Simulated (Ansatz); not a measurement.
`C[Se][Sn]([Cl])([Cl])[Se]C` + H₂ → `C[Se][SnH]([Cl])[Cl]` + `C[SeH]` at 298.15 K and 1 bar (hydrogenolysis of the Sn–Se bond).

Gas-phase electronic energies from Ansatz, PBE0-D4/def2-TZVP geometries. CCSD(T)/CBS is the MP2 limit (def2-TZVPP, def2-QZVPP) plus CCSD(T) − MP2 in def2-TZVPP, frozen cores. This one scheme is used for every species. def2 core potentials past Kr. For Se, Sn outer-core shells are correlated without core-valence functions, which leaves a few kJ/mol of doubt a bond. Scalar relativity is left out up to krypton. Each species was taken in one conformer, which may not be the lowest.

| species | CCSD(T)/CBS energy (Eh) | H − E (kJ/mol) | S (J/(mol·K)) |
| --- | --- | --- | --- |
| `C[Se][Sn]([Cl])([Cl])[Se]C` | -6014.87845 | 244.0 | 517.1 |
| H₂ | -1.17544 | 35.1 | 130.4 |
| `C[Se][SnH]([Cl])[Cl]` | -3574.86900 | 150.9 | 421.0 |
| `C[SeH]` | -2441.15625 | 129.5 | 267.5 |

H − E and S are ideal-gas, rigid-rotor, harmonic terms from PBE0-D4/def2-TZVP, for one conformer and one mirror image of each species. For small species the MP2-based limit differs from directly extrapolated CCSD(T) by up to some mEh (0.8 for H₂); such offsets cancel only in part. 1 Eh = 2625.50 kJ/mol, R = 8.31446 J/(mol·K).

Question: By hand: ΔE, ΔH, ΔS and ΔG.

Answer: ΔE = (-3574.86900) + (-2441.15625) − (-6014.87845) − (-1.17544) = 0.02864 Eh = 75.2 kJ/mol. Δ(H − E) = 150.9 + 129.5 − 244.0 − 35.1 = 1.3, so ΔH = 76.5 kJ/mol. ΔS = 421.0 + 267.5 − 517.1 − 130.4 = 41.0 J/(mol·K). ΔG = 76.5 − 298.15 × (41.0)/1000 = 64.3 kJ/mol.

Question: By hand: the equilibrium constant, and the temperature at which ΔG would vanish if ΔH and ΔS stayed fixed.

Answer: log₁₀ K = −ΔG/(RT ln 10) = -11.3. ΔG = 0 at ΔH/ΔS = 1866 K.

ΔH outweighs TΔS. A doubt of 5 kJ/mol in ΔE shifts log₁₀ K by 0.9 here. Other conformers and mirror images would add mixing entropy, several J/(mol·K) or more a flexible species. Modes under 60 cm⁻¹, often nearly free rotors, make the harmonic entropy too high. These are equilibria of isolated gas molecules and say nothing of rates. Largest T1 diagnostic: 0.011 (customary marks: 0.02 for closed shells, 0.045 for open ones).
